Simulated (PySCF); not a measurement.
Molecule: CH$_{2}$BF$_{2}$, net charge 0, doublet state. It need not be the lowest isomer of its formula. 
Geometry from a B3LYP-D3(BJ)/def2-TZVP (Ansatz) optimisation:
SMILES: [CH2]B(F)F
```xyz
6

B      0.0251     0.0049    -0.0022
F      0.5583     1.1349     0.4529
F      0.8587    -0.8586    -0.5747
C     -1.4693    -0.2865     0.1263
H     -2.1527     0.4126     0.5913
H     -1.9090    -1.2046    -0.2422
```
Charge 0, spin multiplicity 2.

Dispersion corrections to the total energy (kcal/mol) from the dftd3 and dftd4 libraries through PySCF: D3(BJ) without and D4 with the three-body term, each with the damping fitted for the functional named.

```csv
functional,D3(BJ),D4
BLYP,[?],-3.78
HF,[?],-6.70
B2PLYP,-1.23,-1.13
CAM-B3LYP,-1.14,-1.33
revPBE,[?],-5.98
B3LYP,-2.75,-2.64
LC-wPBE,-1.41,-1.81
```

**Question.** What belongs in the gaps?

**Answer.** 
- BLYP, D3(BJ): -3.39
- HF, D3(BJ): -14.87
- revPBE, D3(BJ): -4.25
